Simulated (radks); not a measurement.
Results of a calculation; reference values are marked as such.
Isoelectronic series with 14 electrons, all held in the configuration [Ne] 3s2 3p2, which need not be the ground one along the series. Code: a radial shooting solver on a logarithmic mesh with Libxc functionals. Model: scalar-relativistic Kohn-Sham, PBEsol, spin-unpolarised, spherical densities, finite nucleus; Fermi nuclear charge, rms radius of each element as measured or else 0.836 A^(1/3) + 0.57 fm. Total energies (hartree) and orbital eigenvalues (eV):

[
 {"ion": "Si", "E (hartree)": "-289.29841", "3p": "-4.0572", "3s": "-10.7687"},
 {"ion": "Ti8+", "E (hartree)": "-829.75079", "3p": "-178.5328", "3s": "-204.1837"},
 {"ion": "Zn16+", "E (hartree)": "-1663.65460", "3p": "-553.5471", "3s": "-600.4269"},
 {"ion": "Sr24+", "E (hartree)": "-2798.78673", "3p": "-1127.169", "3s": "-1200.731"},
 {"ion": "Pd32+", "E (hartree)": "-4246.54465", "3p": "-1902.370", "3s": "-2012.495"},
 {"ion": "Xe40+", "E (hartree)": "-6022.26578", "3p": "-2883.722", "3s": "-3046.601"},
 {"ion": "Sm48+", "E (hartree)": "-8146.0610", "3p": "-4077.146", "3s": "-4317.874"},
 {"ion": "Yb56+", "E (hartree)": "-10644.1640", "3p": "-5489.923", "3s": "-5846.156"}
]
